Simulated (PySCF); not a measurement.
Method: PBE0/[In def2-TZVP with ECP28, F def2-TZVP], scalar-relativistic core potentials, density fitting, no spin–orbit coupling, PySCF. Open shells, if any, are unrestricted.

What shape and geometry does isolated singlet InF₃ take (every ligand bound to In)?

Counting electrons, indium keeps none of its valence electrons outside its bonds, so the VSEPR class is AX3 and the expected shape is trigonal planar (D3h), as computed. The lowest minimum found is a singlet of D3h symmetry with In–F 1.919 Å (×3); F–In–F 120.0° (×3). Its harmonic wavenumbers are 125 (e'), 146 (a2''), 603 (a1'), 637 (e') cm⁻¹ and its dipole moment is 0.00 D.
